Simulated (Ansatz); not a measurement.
Geometry optimisation, UKS PBE0/def2-SVP in Ansatz 0.2.0.

Input:

```yaml
crystal:
  periodic: [false, false, false]
  atoms:
    - { symbol: B, position_ang: [0.0, 0.0, -0.114207] }
    - { symbol: F, position_ang: [0.0, 0.0, 1.202269] }
    - { symbol: Cl, position_ang: [1.521657, 0.0, -0.961356] }
    - { symbol: Cl, position_ang: [-1.521657, 0.0, -0.961356] }
    - { symbol: H, position_ang: [0.0, 0.0, 3.334649] }
magnetization:
  spin_polarized: true
  initial_magnetization: 1
basis:
  gaussian: { orbitals: def2-SVP }
hamiltonian:
  xc: pbe0
relax:
  f_tol: 0.03
  max_steps: 50
output:
  orbitals: {}
```

Launched with:

```bash
$ ansatz run input.yaml --threads 2 --pin off --max-ram 3072MiB --backend cpu --events-out ev --progress --plain --runs-dir out
```

Task: Where does it end, and by what steps?

Result: The forces met the threshold. The force dipped under the threshold on the way, but the program's further checks kept it going. After 9 steps the energy has fallen by 0.104 eV; H5 moved furthest, 0.89 Å.

| step | energy less start (eV) | largest force component (eV/Å) | accepted |
| --- | --- | --- | --- |
| 0 | 0.0000 | 0.479 | yes |
| 1 | -0.0434 | 0.315 | yes |
| 2 | -0.0803 | 0.101 | yes |
| 3 | -0.0967 | 0.126 | yes |
| 4 | -0.0953 | 0.861 | no |
| 5 | -0.1006 | 0.050 | yes |
| 6 | -0.1029 | 0.038 | yes |
| 7 | -0.1039 | 0.006 | yes |
| 8 | -0.1040 | 0.002 | yes |
| 9 | -0.1041 | 0.002 | yes |

```xyz
5
Properties=species:S:1:pos:R:3
B 0.000 0.000 -0.333
F 0.000 0.000 0.978
Cl 1.521 0.000 -1.184
Cl -1.521 0.000 -1.184
H 0.000 0.000 4.222
```

Whether the end is a true minimum wasn't checked by a vibrational analysis.

Time of the run: 20 s on 2 threads of Arm Neoverse V1 (shared host), peak memory 0.17 GiB.
